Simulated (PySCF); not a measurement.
# Computed properties of C3H4, SMILES C1=CC1

C3H4, SMILES C1=CC1. The structure is a stationary point at B3LYP-D3(BJ)/def2-TZVP. The values are those of a single conformer. All values are computed for the isolated molecule unless a solvent is named; none is compared with measurement here.

**Structure.** The optimised structure has C2v symmetry. All 15 harmonic modes at B3LYP-D3(BJ)/def2-TZVP (PySCF) are real, so it is a minimum. With heavy atoms numbered as in [CH:1]1=[CH:2][CH2:3]1, the shortest bond between them is C1–C2 at 1.287 Å and the longest C1–C3 at 1.505 Å.

**Vibrations.** The strongest infrared lines (harmonic, unscaled, degenerate partners summed) lie at 600 cm⁻¹ (85 km/mol, H 89 %, C 11 %), 3042 cm⁻¹ (74 km/mol, H 96 %), 3102 cm⁻¹ (44 km/mol, H 89 %, C 11 %). The softest mode is at 600 cm⁻¹ and the zero-point energy is 35.1 kcal/mol.

**Electronic structure.** r2SCAN/def2-TZVPD (PySCF) places the frontier levels at -6.28 and -0.71 eV, a gap of 5.57 eV, and gives a dipole moment of 0.50 D and a mean polarisability of 34.4 bohr³. PBE/def2-TZVPD (PySCF) at the same geometry gives -6.12 and -1.02 eV, so its gap is 0.47 eV narrower. An orbital gap is neither the optical nor the fundamental gap.

**Excitations.** TDA-B3LYP/def2-SVPD (PySCF) has S1 at 6.53 eV (190 nm, f = 0.002, weak); the most intense of the 10 singlets computed lies at 8.59 eV (f = 0.10). T1 (TDA) is at 4.21 eV, 2.32 eV under S1. TDA-PBE/def2-SVPD (PySCF) puts S1 at 6.35 eV. No vertical singlet excitation falls in the visible range (under 3.1 eV).

**NMR.** GIAO shifts at B3LYP/pcSseg-2 (PySCF) (non-relativistic, atoms alike by connectivity averaged): ¹³C from 3.6 to 120.6 ppm against TMS; ¹H from 1.0 to 7.4 ppm against TMS.

**Solvation.** SMD-PBE0/6-31G* (PySCF) gives -0.3 kcal/mol in water, -3.2 kcal/mol in ethylethanoate, -3.3 kcal/mol in diethylether (1 M in both phases, gas-phase geometry); of these solvents diethylether holds the molecule best.
